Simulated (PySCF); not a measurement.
YH₄⁻: breathing scan

Computed with PySCF, PBE0, basis Y def2-TZVPD with ECP28, H def2-TZVPD (scalar-relativistic core potentials, no spin–orbit coupling, density fitting).

Rigid scan from the singlet minimum (Y–H 2.064 Å (×4); H–Y–H 109.5° (×6)). Coordinate: all bonds to the central atom scaled together. Energies in kJ/mol from the minimum.

```tsv
scale of all bonds to the centre	E (kJ/mol)
0.88	105.0
0.92	43.0
0.96	9.9
1.00	0.0
1.04	8.4
1.08	31.1
1.14	84.9
1.22	180.7
1.35	363.6
```

At long bonds a restricted determinant can lie too high, and another spin state can fall below this curve.

The scan took 12 s on 2 threads of a shared Arm Neoverse N1 host; the process peaked at 1 GiB. Launch command: `OMP_NUM_THREADS=2 python axn.py task.json out`.
